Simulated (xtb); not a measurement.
xtb input:

```bash
xtb mol.xyz --gfn 1 --sp --chrg 0 --uhf 0
```
mol.xyz:
```
13

Si     2.25594010     0.22022736     0.39765481
C      0.41214709     0.03137484     0.05326775
C     -0.10710460    -0.51501174    -1.12268025
N     -1.41545593    -0.63908092    -1.34531080
C     -2.22013235    -0.21076763    -0.37829542
C     -1.72220904     0.33703581     0.80154760
N     -0.41898530     0.45962037     1.02112152
H      2.61624582    -0.54801226     1.60920631
H      3.01396275    -0.29841374    -0.76522796
H      2.57879875     1.64872839     0.60505890
H      0.55358407    -0.86331975    -1.90930103
H     -3.28830033    -0.30381533    -0.54201829
H     -2.39257044     0.68208580     1.58140165
```

**Question.** Which total energy does the run end on?

**Answer.** -19.88554 Eh (GFN1-xTB).
